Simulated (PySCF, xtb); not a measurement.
Cd(Br)(SeH) (BrCdHSe), SMILES [SeH][Cd][Br]. Other conformers were not sampled.

Harmonic wavenumbers (cm⁻¹) from GFN2-xTB run with xtb at its own minimum, in rising order: 43, 159, 178, 218, 480, 2092.

Problem. What does PBE-D3(BJ)/def2-SVP run with PySCF 2.14.0 give at its own minimum? (The exact figures need the calculation; the answer reports its results.)

Solution. 61, 62, 188, 298, 568, 2348. Paired by order, the mean absolute difference is 91 cm⁻¹ and the zero-point energies are 4.5 and 5.0 kcal/mol.
